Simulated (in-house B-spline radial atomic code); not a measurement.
How numerical settings move a run on Rh+, [Kr] 4d8. Computed with a B-spline radial code for spherical atoms: scalar-relativistic (X2C) SCAN, spin-polarised, spherical fractional occupations, Fermi nucleus of rms radius 4.4945 fm.

Command:
```bash
python run_scf.py task.json out
```
Settings of the sound reference run:
```
Z                45
electrons        44
configuration    [Kr] 4d8
hamiltonian      x2c
method           scan,scan
spin_polarised   True
nucleus          fermi
rms_radius       4.4945
mass_number      103
atomic_mass      102.9055
speed_of_light   137.036
knot_spacing     0.22
spline_order     8
gauss_points     12
box_radius       35.29
max_iterations   70
damping          0.5
damped_steps     3
diis_vectors     10
tolerance        1e-08
start            Thomas-Fermi
```

Cost of the run: 0.71 s on 1 thread of AMD EPYC 7R43 64-Core Processor (shared host).

It converges in 9 iterations to -4783.706466 hartree, with 4d down at -12.6762 eV. The other runs change the listed settings, some to values that make no sense; their results aren't properties of the atom or ion. Radii are in bohr (the nuclear one in fm), a minus after a letter asks for a j subshell, and «unchanged» means within 1e-8 hartree. The run stops when the residual is below 10 × tolerance × max(1, Z/10), or a noise floor if that is larger, and the energy moves by less than 1e-8 × √|E| hartree; so very loose and very tight tolerances often act alike.

| changed settings | outcome |
| --- | --- |
| knot_spacing = 0.1 | converged in 9 iterations, energy -4.51e-03 hartree from the reference, 4d down level -1.1e-04 eV |
| electrons = 47, configuration = [Kr] 4d11, max_iterations = 75 | stopped with error: shell 4d holds at most 5 electrons (per spin) |
| tolerance = 1e-05 | converged in 5 iterations, energy +9.53e-07 hartree from the reference, 4d down level -1.4e-02 eV |
| box_radius = 3.53, max_iterations = 60, damping = 0.2, damped_steps = 0, start = bare nucleus | converged in 7 iterations, energy +2.48e-01 hartree from the reference, 4d down level +4.4e+00 eV (the program warns: 4d down reaches the box edge; 4s up reaches the box edge) |
| knot_spacing = 0.3 | converged in 9 iterations, energy +1.50e-03 hartree from the reference, 4d down level +4.3e-04 eV |
| knot_spacing = 0.55 | converged in 9 iterations, energy +1.92e-01 hartree from the reference, 4d down level +6.2e-03 eV |
| spline_order = 3 | converged in 9 iterations, energy +1.39e-01 hartree from the reference, 4d down level -5.4e-03 eV |
| tolerance = 1e-06 | converged in 8 iterations, energy unchanged, 4d down level -1.4e-04 eV |
| knot_spacing = 2 | converged in 7 iterations, energy +3.50e+02 hartree from the reference, 4d down level -2.6e+01 eV (the program warns: 4d down reaches the box edge; 2s up reaches the box edge) |
| spline_order = 6 | converged in 9 iterations, energy -2.10e-04 hartree from the reference, 4d down level +3.0e-04 eV |
| knot_spacing = 1 | converged in 9 iterations, energy +1.55e+01 hartree from the reference, 4d down level -2.6e-01 eV |
| spline_order = 10 | converged in 9 iterations, energy -4.76e-04 hartree from the reference, 4d down level +6.3e-04 eV |
| spline_order = 7 | converged in 9 iterations, energy -5.73e-04 hartree from the reference, 4d down level +7.6e-04 eV |
| tolerance = 1e-13 | converged in 10 iterations, energy unchanged, 4d down level -2.5e-05 eV |
| max_iterations = 100, damped_steps = 1, start = bare nucleus | converged in 8 iterations, energy unchanged, 4d down level -2.2e-05 eV |
| knot_spacing = 0.15 | converged in 9 iterations, energy -2.24e-03 hartree from the reference, 4d down level -1.6e-04 eV |
| hamiltonian = dirac, method = hf, spin_polarised = False, speed_of_light = 33.76567 | stopped with error: Z/c is past the critical charge |

(1) What happens with spline_order = 3, gauss_points = 16, box_radius = 2.12, max_iterations = 50, start = bare nucleus?

(2) What happens with max_iterations = 50, damping = 0.95, start = bare nucleus?

(3) What happens with knot_spacing = 0.75?

(4) What happens with spline_order = 4?

Answers

(1) Converged in 8 iterations, energy +5.31e+00 hartree from the reference, 4d down level +3.7e+01 eV (the program warns: 4d down has a positive eigenvalue: unbound, held by the box; 4d up has a positive eigenvalue: unbound, held by the box).

(2) Converged in 10 iterations, energy unchanged, 4d down level -2.3e-05 eV.

(3) Converged in 9 iterations, energy +1.01e+01 hartree from the reference, 4d down level -3.9e-01 eV (the program warns: 3s up reaches the box edge; 3s down reaches the box edge).

(4) Converged in 9 iterations, energy +1.00e-03 hartree from the reference, 4d down level +5.0e-04 eV.
